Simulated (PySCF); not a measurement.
C₉H₆N₄, SMILES C1=CC2=NC=CC3=NC=NC(=C1)N23. The structure is a stationary point at B3LYP-D3(BJ)/def2-SVP.

Question: Give the equilibrium geometry at B3LYP-D3(BJ)/def2-SVP (PySCF confirms it by a frequency run) as a Z-matrix, and its point group. (An estimate is asked for; the answer gives what the named calculation found.)

Answer: point group Cs.
```
N
C 1 1.4096
N 2 1.3560 1 119.80
C 3 1.3160 2 117.27 1 0.00
N 4 1.3365 3 127.40 2 0.00
C 5 1.3350 4 116.93 3 0.00
C 2 1.3940 3 121.70 4 180.00
H 7 1.0883 2 116.67 3 0.00
H 4 1.0976 3 116.59 2 180.00
C 7 1.3982 8 122.96 2 180.00
C 10 1.3822 7 120.82 8 180.00
H 11 1.0885 10 123.10 7 180.00
H 10 1.0925 11 119.67 12 0.00
C 6 1.4066 5 122.73 4 180.00
C 14 1.3876 6 119.08 5 180.00
N 15 1.3302 14 124.12 6 0.00
C 16 1.3388 15 118.49 14 0.00
H 14 1.0881 15 123.25 16 180.00
H 15 1.0964 16 116.15 17 180.00
```
